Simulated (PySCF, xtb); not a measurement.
Nb(O)(F)(Me)2 (C2H6FNbO), SMILES [CH3][Nb]([CH3])(=[O])[F], multiplicity 1.

Harmonic wavenumbers (cm⁻¹) from GFN2-xTB in xtb at its own minimum, in rising order: 41, 64, 98, 100, 138, 163, 166, 376, 390, 436, 595, 676, 688, 694, 868, 1252, 1261, 1423, 1429, 1443, 1446, 2880, 2890, 2906, 2921, 2927, 2947.

Q: What does PBE-D3(BJ)/def2-SVP in PySCF 2.14.0 give at its own minimum? (The exact figures need the calculation; the answer reports its results.)

A: 58, 88, 143, 149, 155, 217, 233, 421, 516, 530, 545, 574, 584, 693, 1000, 1120, 1128, 1332, 1340, 1344, 1350, 2941, 2943, 3040, 3043, 3062, 3063. Paired by order, the mean absolute difference is 81 cm⁻¹ and the zero-point energies are 44.6 and 45.2 kcal/mol.
